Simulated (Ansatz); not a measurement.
Cost and result for the atomization energy of `F[SiH]1[O][SnH2]1` (7 atoms, 7 bonds).

Total charge 0; spin multiplicity 1. Correlated methods include outer-core shells of Sn, which these sets cover unevenly. Sn: def2 effective core potential. The geometry is a stationary point of PBE0-D4/def2-TZVP. Program: Ansatz. All runs use 2 threads of an Arm Neoverse V2 on a shared host. Times are those of one run each, without the atoms' runs, and a repeat can differ threefold. Electronic energies, without spin–orbit coupling; frozen cores. CCSD(T)/CBS adds CCSD(T) − MP2 in def2-TZVPP to the MP2 limit, and its time is that of the two runs behind it. T1 = 0.017. With those shells the extrapolation isn't a true limit. B3LYP takes the VWN-RPA correlation (the form of Gaussian; ORCA's B3LYP/G).

CCSD(T)/CBS is a level of theory with its own doubt, some kJ/mol a heavy atom from the limit and from the frozen cores, so smaller differences don't rank the functionals.

```json
{"level": "LDA (SPW92)/def2-TZVPP", "functions": "196", "wall time": "1.4 s"}
{"level": "revPBE-D4/def2-TZVPP", "functions": "196", "wall time": "2.3 s"}
{"level": "PBE-D4/def2-TZVPP (with forces)", "functions": "196", "wall time": "2.9 s"}
{"level": "BHLYP-D4/def2-TZVPP", "functions": "196", "wall time": "3.3 s"}
{"level": "B3LYP-D4/def2-TZVPP (with forces)", "functions": "196", "wall time": "4.8 s"}
{"level": "CCSD(T)/def2-SVP", "functions": "87", "wall time": "4.8 s"}
{"level": "r2SCANh-D4/def2-TZVPP", "functions": "196", "wall time": "6 s"}
{"level": "B2PLYP/def2-TZVPP", "functions": "196", "wall time": "6.5 s"}
{"level": "B97M-V/def2-TZVPP", "functions": "196", "wall time": "9.5 s"}
{"level": "ωB97X-V/def2-TZVPP", "functions": "196", "wall time": "9.5 s"}
{"level": "MP2/def2-QZVPP", "functions": "356", "wall time": "17 s"}
{"level": "CCSD(T)/def2-TZVPP", "functions": "196", "wall time": "2.1 min"}
{"level": "CCSD(T)/CBS(def2)", "functions": "–", "wall time": "2.4 min"}
```

Task: What atomization energy does each give, and how far from CCSD(T)/CBS? (Estimate.)

Result: The calculation gave: 
| level | atomization (kcal/mol) | difference from CCSD(T)/CBS | per bond |
| --- | --- | --- | --- |
| LDA (SPW92)/def2-TZVPP | 618.0 | 80.2 | 11.5 |
| revPBE-D4/def2-TZVPP | 519.9 | -17.9 | -2.6 |
| PBE-D4/def2-TZVPP (with forces) | 536.9 | -0.9 | -0.1 |
| BHLYP-D4/def2-TZVPP | 504.9 | -32.9 | -4.7 |
| B3LYP-D4/def2-TZVPP (with forces) | 525.9 | -11.9 | -1.7 |
| CCSD(T)/def2-SVP | 475.9 | -61.9 | -8.8 |
| r2SCANh-D4/def2-TZVPP | 527.1 | -10.7 | -1.5 |
| B2PLYP/def2-TZVPP | 522.7 | -15.1 | -2.2 |
| B97M-V/def2-TZVPP | 540.0 | 2.2 | 0.3 |
| ωB97X-V/def2-TZVPP | 535.0 | -2.8 | -0.4 |
| MP2/def2-QZVPP | 541.0 | 3.2 | 0.5 |
| CCSD(T)/def2-TZVPP | 517.5 | -20.3 | -2.9 |
| CCSD(T)/CBS(def2) | 537.8 | 0.0 | 0.0 |

In def2-TZVPP, CCSD(T) changes the Hartree–Fock value by +159.5 kcal/mol (the triples alone add +11.5 kcal/mol) and MP2 by +170.4 kcal/mol; breaking electron pairs costs correlation energy, which Hartree–Fock lacks. From BLYP to BHLYP (50 % exact exchange), in def2-TZVPP and without D4, the atomization energy moves by −22.2 kcal/mol: exact exchange takes away binding that semilocal exchange gives to molecules. At CCSD(T), def2-SVP lies −61.9 kcal/mol from the extrapolated value and def2-TZVPP −20.3 kcal/mol: correlation converges slowly with the basis, and small sets miss more of it in the bonded molecule than in its fragments.

Spin–orbit coupling would lower the free Sn atoms strongly, and the atomization energy with them, by more than many differences here. For some Ge, Se and Sn compounds the MP2-based and the directly extrapolated limit differ by 10 to 25 kJ/mol.
